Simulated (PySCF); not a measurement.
## Working out the ionisation energy of Pb

Pb [Xe] 4f14 5d10 6s2 6p2 (3P) → Pb+ [Xe] 4f14 5d10 6s2 6p1 (2P). Computed with PySCF 2.14 in aug-cc-pwCVDZ-PP with ECP60MDF, with scalar relativity through the core potential. Frozen: nothing. Energies in hartree (1 hartree = 27.21139 eV):

| part | Pb (lower) | Pb+ (upper) |
| --- | --- | --- |
| UHF | -191.833078 | -191.591547 |
| CCSD correlation | -0.405395 | -0.395818 |
| (T) | -0.007536 | -0.007201 |

Problem. What does Hartree-Fock give?

Solution. (-191.591547) − (-191.833078) = 0.241531 hartree = 6.572 eV.

Problem. What do CCSD and CCSD(T) give?

Solution. The CCSD correlation energies differ by 0.009577 hartree = 0.261 eV and the triples by 0.000335 hartree = 0.009 eV, so CCSD gives 6.833 eV and CCSD(T) 6.842 eV.

Reference: 7.417 eV (measured; NIST Atomic Spectra Database, ionization energies), between the lowest levels; spin-orbit coupling is absent from the calculation.

A double-zeta basis recovers only part of the correlation energy.

What remains against the reference includes basis incompleteness and higher excitations.
